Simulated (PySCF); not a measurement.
Si(Cl)2(GeH3)(OH), H₄Cl₂GeOSi, SMILES O[Si](Cl)(Cl)[GeH3], singlet at its PBE0/def2-SVP optimised geometry (Å):

```
9

O     -0.7614    -2.9960    -1.9510
Si    -1.3034    -1.4403    -1.9458
Cl    -3.3727    -1.4117    -2.0075
Cl    -0.6538    -0.4607    -3.6501
Ge    -0.5075    -0.3588     0.0000
H     -1.0069    -3.5628    -2.6909
H      1.0294    -0.3588     0.0000
H     -1.0214     1.0894     0.0000
H     -1.0294    -1.0894     1.2474
```

Level of theory: PBE0/def2-TZVP in PySCF 2.14.0.

Map of the deformation density (molecule minus spherical neutral atoms) (e/bohr³) on the plane z = 1.2 Å:

```
|                           |
|                           |
|                           |
|                           |
|                           |
|                           |
|                           |
|                           |
|                           |
|                           |
|                           |
|                           |
|                           |
|                           |
|        ....               |
|       .:==:.              |
|       .-##=:              |
|       .-@#=.              |
|        .--:.              |
|          ..               |
|                           |
|                           |
|                           |
|                           |
|                           |
|                           |
|                           |
```
Scale: ten equal steps from -0.006 (start of ' ') to 0.064 (end of '@'), in the order ' .:-=+*#%@'; x runs from -3.50 to 3.50, y from -3.50 (bottom) to 3.50 (top).
